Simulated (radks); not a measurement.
Results of a calculation; reference values are marked as such.
All-electron atom: Pt3+ in [Xe] 4f14 5d6 5f1 (not the ground configuration).

Level of theory: scalar-relativistic Kohn-Sham, HCTH/407, spin-polarised, spherical densities, finite nucleus; open shells are filled with parallel spins first (spin-orbit coupling, left out, can overturn this in heavy ions); Fermi nuclear charge, rms radius 5.427 fm (a radial shooting solver on a logarithmic mesh with Libxc functionals).

Energy parts (eV):
| part | energy |
|---|---|
| total | -501152.17 |
| kinetic | 558547.90 |
| electron-nucleus | -1241803.81 |
| Hartree | 192001.64 |
| exchange-correlation | -9897.89 |

Orbitals (lengths in bohr, moments of r in powers of bohr; r(90%) holds 90 % of the orbital's charge):
| orbital | occ. | eigenvalue (eV) | r(90%) |
|---|---|---|---|
| 1s up | 1 | -78420.47 | 0.0313 |
| 1s down | 1 | -78420.48 | 0.0313 |
| 2s up | 1 | -13825.30 | 0.112 |
| 2s down | 1 | -13824.95 | 0.112 |
| 2p up | 3 | -11996.86 | 0.106 |
| 2p down | 3 | -11996.57 | 0.106 |
| 3s up | 1 | -3283.061 | 0.274 |
| 3s down | 1 | -3282.893 | 0.274 |
| 3p up | 3 | -2750.096 | 0.281 |
| 3p down | 3 | -2749.915 | 0.281 |
| 3d up | 5 | -2171.140 | 0.264 |
| 3d down | 5 | -2170.867 | 0.264 |
| 4s up | 1 | -740.5294 | 0.595 |
| 4s down | 1 | -740.2070 | 0.595 |
| 4p up | 3 | -565.4715 | 0.640 |
| 4p down | 3 | -565.1769 | 0.640 |
| 4d up | 5 | -352.5497 | 0.698 |
| 4d down | 5 | -352.2055 | 0.697 |
| 4f up | 7 | -115.4908 | 0.829 |
| 4f down | 7 | -114.9404 | 0.823 |
| 5s up | 1 | -146.2550 | 1.35 |
| 5s down | 1 | -143.5872 | 1.34 |
| 5p up | 3 | -99.9716 | 1.57 |
| 5p down | 3 | -96.5628 | 1.55 |
| 5d up | 5 | -46.7144 | 2.12 |
| 5d down | 1 | -42.9242 | 2.24 |
| 5f up | 1 | -12.5572 | 5.49 |
| 5f down | 0 | -10.9587 | 3.60 |

The highest occupied level is 5f up at -12.557 eV. Summed over all electrons, <r^2> = 48.31 bohr^2, which gives a Langevin (diamagnetic) susceptibility term of -38.3 x 10^-6 cm^3/mol. The spin density at the nucleus is -32.63 e/bohr^3 (1s -0.41, 2s -2.87, 3s -0.31, 4s 3.78, 5s -32.82). The electron density at the nucleus is 2.115e+06 e/bohr^3 (large components only). The density falls to 0.001 e/bohr^3 at r = 4.23 bohr.
